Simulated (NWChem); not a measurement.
System: AlSiH₅O; SMILES [SiH3][AlH][OH]

```xyz
8

Al    -0.4497    -0.7186     0.0017
H     -1.9362    -1.2909     0.0379
O      0.8567    -1.8179    -0.0184
H      0.7902    -2.7746    -0.0075
Si     0.1784     1.6459    -0.0108
H      0.7073     2.0642     1.3287
H     -0.9925     2.5281    -0.3214
H      1.2462     1.9292    -1.0223
```
Atoms are numbered in this order, from 1.

Computed with NWChem. All runs use the structure optimised with PBE0/def2-SVP. Core excitations by TDA in a window of 1s orbitals, non-relativistic and unshifted: absolute energies depend strongly on the exact-exchange share.

Task: Among these, which level gives the lowest value of “dipole oscillator strength of the first”?
A) Al K edge, PBE/def2-TZVP
B) Si K edge, BHandHLYP/def2-TZVP
C) Al K edge, BHandHLYP/def2-TZVP

Result: B, Si K edge, BHandHLYP/def2-TZVP. Values: Si K edge, BHandHLYP/def2-TZVP 0.0014; Al K edge, PBE/def2-TZVP 0.0031; Al K edge, BHandHLYP/def2-TZVP 0.0080
